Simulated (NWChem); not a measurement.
System: KF; SMILES [F][K]

All runs: NWChem. All runs use the structure optimised with PBE0/def2-SVP. Vertical excitations in the gas phase.

**Question.** Estimate the computed values for PBE0/def2-SVPD, TDA. Quantities: lowest excitation, singlet (eV); lowest state with f > 0.02, singlet (eV); orbital gap (eV).

**Answer.** 
```yaml
lowest excitation, singlet (eV): 4.53
lowest state with f > 0.02, singlet (eV): 4.54
orbital gap (eV): 5.46
```
